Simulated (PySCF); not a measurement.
Nb(NH)(F)2(OH) (F2H2NNbO), SMILES [NH]=[Nb]([OH])([F])[F], multiplicity 1.

Geometry optimised at B3LYP-D3(BJ)/def2-SVP. The spin state was assumed, not searched. The structure was generated by enumeration; whether it is a known compound was not checked. The def2 effective core potentials stand for the cores of Nb; spin–orbit coupling is left out. Other conformers were not sampled.

Calculation: PBE/def2-TZVP in PySCF.

Symmetry labels are those of the subgroup Cs that the program uses (full group Cs).

Q: List the valence orbital energies around the gap with their symmetry. (The exact figures need the calculation; the answer reports its results.)

A: 
```json
[
 {"orbital": "HOMO−7", "symmetry": "A'", "energy (eV)": "-10.37"},
 {"orbital": "HOMO−6", "symmetry": "A\"", "energy (eV)": "-10.35"},
 {"orbital": "HOMO−5", "symmetry": "A'", "energy (eV)": "-9.75"},
 {"orbital": "HOMO−4", "symmetry": "A\"", "energy (eV)": "-9.67"},
 {"orbital": "HOMO−3", "symmetry": "A'", "energy (eV)": "-8.79"},
 {"orbital": "HOMO−2", "symmetry": "A\"", "energy (eV)": "-8.56"},
 {"orbital": "HOMO−1", "symmetry": "A'", "energy (eV)": "-7.17"},
 {"orbital": "HOMO", "symmetry": "A\"", "energy (eV)": "-7.02"},
 {"orbital": "LUMO", "symmetry": "A'", "energy (eV)": "-2.17"},
 {"orbital": "LUMO+1", "symmetry": "A\"", "energy (eV)": "-2.04"},
 {"orbital": "LUMO+2", "symmetry": "A'", "energy (eV)": "-1.14"},
 {"orbital": "LUMO+3", "symmetry": "A'", "energy (eV)": "-1.10"}
]
```
